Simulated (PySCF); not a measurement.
C2H6N (SMILES C[N-]C), charge -1, singlet, at a GFN2-xTB geometry; PySCF with HF/6-31G, TDHF.

The PySCF input:
```python
from pyscf import gto, scf, tdscf

mol = gto.M(
    atom='''
C    -0.00450711   -0.16012117    1.14423294
N     0.05359214    0.63577940   -0.00002007
C    -0.02236646   -0.15868797   -1.14422288
H     0.82977693   -0.94369191    1.23989698
H     0.05529176    0.46516035    2.04681331
H    -0.95658511   -0.79311257    1.25393224
H     0.81031525   -0.94213013   -1.25387748
H     0.02334443    0.46772410   -2.04684276
H    -0.97604679   -0.79155078   -1.23984221
''',
    basis='6-31g',
    charge=-1,
    verbose=4,
)

mf = scf.RHF(mol)
mf.kernel()
td = mf.TDHF()
td.nstates = 5
td.kernel()
td.analyze()
```

What the program printed (banner, timings and long lists left out):

```
PySCF version 2.14.0

[INPUT] verbose = 4
[INPUT] num. atoms = 9
[INPUT] num. electrons = 26
[INPUT] charge = -1
[INPUT] spin (= nelec alpha-beta = 2S) = 0
[INPUT] symmetry False subgroup None
[INPUT] Mole.unit = angstrom
[INPUT] Symbol           X                Y                Z      unit          X                Y                Z       unit  Magmom
[...]
nuclear repulsion = 77.4959568363438
number of shells = 27
number of NR pGTOs = 90
number of NR cGTOs = 39
basis = 6-31g
ecp = {}

******** <class 'pyscf.scf.hf.RHF'> ********
method = RHF
initial guess = minao
damping factor = 0
level_shift factor = 0
DIIS = <class 'pyscf.scf.diis.CDIIS'>
diis_start_cycle = 1
diis_space = 8
diis_damp = 0
SCF conv_tol = 1e-09
SCF conv_tol_grad = None
SCF max_cycles = 50
direct_scf = True
direct_scf_tol = 1e-13
Set gradient conv threshold to 3.16228e-05
Initial guess from minao.
init E= -133.754093035599
[...]
cycle= 1 E= -133.429126008265  delta_E= 0.325  |g|= 0.471  |ddm|=  2.6
[...]
cycle= 2 E= -133.471341426211  delta_E= -0.0422  |g|= 0.296  |ddm|= 1.12
[...]
cycle= 3 E= -133.491668082231  delta_E= -0.0203  |g|= 0.0334  |ddm|= 0.423
[...]
cycle= 4 E= -133.492134716745  delta_E= -0.000467  |g|= 0.00533  |ddm|= 0.0716
[...]
cycle= 5 E= -133.492149697082  delta_E= -1.5e-05  |g|= 0.00155  |ddm|= 0.0183
[...]
cycle= 6 E= -133.492150931464  delta_E= -1.23e-06  |g|= 0.000469  |ddm|= 0.00434
[...]
cycle= 7 E= -133.492151068475  delta_E= -1.37e-07  |g|= 7.3e-05  |ddm|= 0.0018
[...]
cycle= 8 E= -133.492151072954  delta_E= -4.48e-09  |g|= 1.74e-05  |ddm|= 0.000356
[...]
cycle= 9 E= -133.492151073269  delta_E= -3.14e-10  |g|= 3.74e-06  |ddm|= 0.000124
[...]
Extra cycle  E= -133.492151073279  delta_E= -1.03e-11  |g|= 1.81e-06  |ddm|= 1.38e-05
converged SCF energy = -133.492151073279

******** <class 'pyscf.tdscf.rhf.TDHF'> for <class 'pyscf.scf.hf.RHF'> ********
nstates = 5 singlet
deg_eia_thresh = 1.000e-03
wfnsym = None
conv_tol = 1e-05
eigh lindep = 1e-12
eigh level_shift = 0
eigh max_cycle = 100

Excitation energies (eV)
[6.52570254 7.81638818 7.82521965 8.65737369 8.85675947]

** Singlet excitation energies and oscillator strengths **
Excited State   1:      6.52570 eV    189.99 nm  f=0.1022
      13 -> 14        0.69836
Excited State   2:      7.81639 eV    158.62 nm  f=0.0365
      13 -> 16        0.69247
      13 -> 20       -0.11168
Excited State   3:      7.82522 eV    158.44 nm  f=0.0000
      13 -> 15        0.68361
      13 -> 19        0.11674
Excited State   4:      8.65737 eV    143.21 nm  f=0.0015
      12 -> 14        0.59895
      13 -> 18        0.36143
Excited State   5:      8.85676 eV    139.99 nm  f=0.2107
      13 -> 17       -0.69674

** Transition electric dipole moments (AU) **
state          X           Y           Z        Dip. S.      Osc.
  1         0.7965     -0.0671     -0.0063      0.6389      0.1022
  2         0.4351     -0.0367     -0.0034      0.1907      0.0365
  3        -0.0000      0.0000      0.0000      0.0000      0.0000
  4         0.0070      0.0834     -0.0000      0.0070      0.0015
  5         0.0077     -0.0006      0.9855      0.9712      0.2107

** Transition velocity dipole moments (imaginary part, AU) **
state          X           Y           Z        Dip. S.      Osc.
  1         0.1542     -0.0130     -0.0012      0.0240      0.0666
  2         0.0937     -0.0079     -0.0007      0.0089      0.0205
  3         0.0000      0.0000      0.0000      0.0000      0.0000
  4         0.0020      0.0232     -0.0000      0.0005      0.0011
  5         0.0021     -0.0002      0.2672      0.0714      0.1463

** Transition magnetic dipole moments (imaginary part, AU) **
state          X           Y           Z
  1        -0.0047      0.0004     -0.5971
  2        -0.0049      0.0004     -0.6235
  3        -0.0631     -0.7491      0.0000
  4         0.0000     -0.0000     -0.0000
  5        -0.8419      0.0710      0.0066
```
